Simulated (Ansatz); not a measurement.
`[H]/C=C/c1ccc(/C=C/c2cccs2)s1`, relaxed as a singlet with RKS r2SCAN-D4/def2-SVP in Ansatz, starting from the GFN2-xTB geometry. Force threshold 0.03 eV/Å.

Start:

```csv
atom,x (Å),y (Å),z (Å)
H1,-4.049,-5.327,-0.633
C2,-3.458,-4.549,-0.182
C3,-2.796,-3.667,-0.928
C4,-1.979,-2.597,-0.424
C5,-1.688,-2.238,0.872
C6,-0.845,-1.129,0.971
C7,-0.468,-0.609,-0.249
C8,0.371,0.502,-0.556
C9,0.979,1.286,0.358
C10,1.820,2.395,0.053
C11,2.450,3.218,0.956
C12,3.215,4.230,0.352
C13,3.169,4.178,-1.006
S14,2.187,2.890,-1.578
S15,-1.184,-1.529,-1.541
H16,-3.433,-4.526,0.894
H17,-2.852,-3.729,-2.007
H18,-2.073,-2.765,1.726
H19,-0.519,-0.717,1.909
H20,0.518,0.712,-1.608
H21,0.845,1.094,1.414
H22,2.358,3.091,2.020
H23,3.776,4.964,0.902
H24,3.652,4.822,-1.714
```

Q: Estimate the energy that the relaxation releases and the steps that it takes.

A: 2.8 kcal/mol, in 5 steps; 15 s on 4 threads of Intel Xeon 6975P-C on a shared host. No frequencies were taken in this run, so the end may be a saddle point.

Q: Does the start keep its bonding and symmetry?

A: By distances, no bond broke or formed. The bond that changes most is C13–H24, from 1.07 to 1.09 Å (atoms count from 1). Point group Cs at the start, Cs at the end, both within 0.05 Å.

Q: Predict the relaxed structure.

A: 
Cartesian coordinates in Å:
```
H -4.0957 -5.3819 -0.6686
C -3.4985 -4.6010 -0.1922
C -2.8226 -3.7018 -0.9345
C -1.9986 -2.6258 -0.4217
C -1.7052 -2.2618 0.8905
C -0.8559 -1.1454 0.9917
C -0.4733 -0.6201 -0.2442
C 0.3719 0.4984 -0.5645
C 0.9927 1.3037 0.3423
C 1.8415 2.4245 0.0462
C 2.4786 3.2553 0.9622
C 3.2508 4.2785 0.3565
C 3.2060 4.2302 -1.0190
S 2.2178 2.9347 -1.5832
S -1.1957 -1.5498 -1.5268
H -3.4758 -4.5859 0.9019
H -2.8871 -3.7709 -2.0274
H -2.1032 -2.8011 1.7528
H -0.5224 -0.7231 1.9419
H 0.5178 0.7048 -1.6323
H 0.8564 1.1110 1.4131
H 2.3790 3.1150 2.0411
H 3.8219 5.0262 0.9105
H 3.6997 4.8863 -1.7362
```
Bond lengths: 11 × C–C 1.35 to 1.45 Å; 4 × C–S 1.72 to 1.75 Å; 10 × C–H 1.09 to 1.10 Å.
